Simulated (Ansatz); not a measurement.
A nudged elastic band was laid between two geometries of AlF$_{2}$H$_{3}$O$_{2}$ (8 atoms, charge 0, multiplicity 1).

Theory: Ansatz, RKS BHLYP-D4/def2-SVP.

| Property | Result |
| --- | --- |
| movable images | 7 |
| climbing image | yes |
| spring | 5.0 eV/Å² |
| optimiser | quadratic models (default) |
| start path | through a guess of the saddle point |
| force threshold | 0.05 eV/Å |
| iteration limit | 60 |
| end points | relaxed |

Initial state:

```xyz
8
Properties=species:S:1:pos:R:3
Al -0.990 -0.260 -0.334
H -1.101 -1.788 -0.625
F -0.173 0.735 -1.430
F -2.164 0.539 0.512
H 1.166 -0.976 0.916
O 0.610 -0.196 0.829
O 1.493 0.854 0.510
H 1.160 1.092 -0.378
```

Final state:

```xyz
8
Properties=species:S:1:pos:R:3
Al -0.386 0.213 -0.121
H -0.892 -1.982 -0.188
F -0.323 0.140 -1.762
F -1.846 0.367 0.611
H -0.235 -2.012 0.187
O 1.106 0.053 0.795
O 0.908 1.491 0.508
H 1.668 1.729 -0.030
```

Problem. Which bonds break or form, and what moves?

Solution. Bonds broken: Al1–H2, H5–O6. Bonds formed: Al1–O7, H2–H5. AlF2H3O2 becomes AlF2HO2 + H2.

Problem. Give the energies along the band, and the barrier.

Solution. The forces met the threshold. The highest image is number 4 of 0 to 8, 1.26 eV above the first end and 1.16 eV above the last; the last end lies 0.10 eV above the first. The profile has 2 maxima (images 4, 6) with wells between them (image 5): this band takes more than one step, which may be the mechanism or a detour left from its start path. A vibrational analysis at the climbing image gives one clearly imaginary mode, 1333i cm⁻¹: a first-order saddle point. The orbitals stay closed-shell, which can raise the energy where a bond breaks towards radicals; this wasn't checked here.

```
image  path coordinate (Å)  energy (eV)  Al1–H2 (Å)  H5–O6 (Å)  Al1–O7 (Å)
    0                 0.00         0.00        1.56       0.96        2.85
    1                 0.89         0.18        1.56       0.96        2.89
    2                 1.77         0.26        1.57       0.96        2.95
    3                 2.66         0.40        1.58       0.97        2.99
    4                 3.55         1.26        1.74       1.24        2.80
    5                 4.56         0.32        2.12       2.36        2.57
    6                 5.58         0.34        2.16       2.68        2.59
    7                 6.59         0.31        2.22       2.42        2.10
    8                 7.60         0.10        2.25       2.54        1.92
```

Problem. What is the geometry of the highest image?

Solution. 
```xyz
8
Properties=species:S:1:pos:R:3
Al -0.973 -0.026 -0.430
H -0.447 -1.634 -0.035
F -1.386 0.126 -2.013
F -1.917 0.621 0.745
H 0.407 -1.056 0.124
O 0.840 0.088 -0.105
O 1.283 0.856 0.981
H 2.194 1.025 0.733
```

Run time: 4.9 min on 2 threads of Arm Neoverse V1 (shared host), peak memory 0.18 GiB.
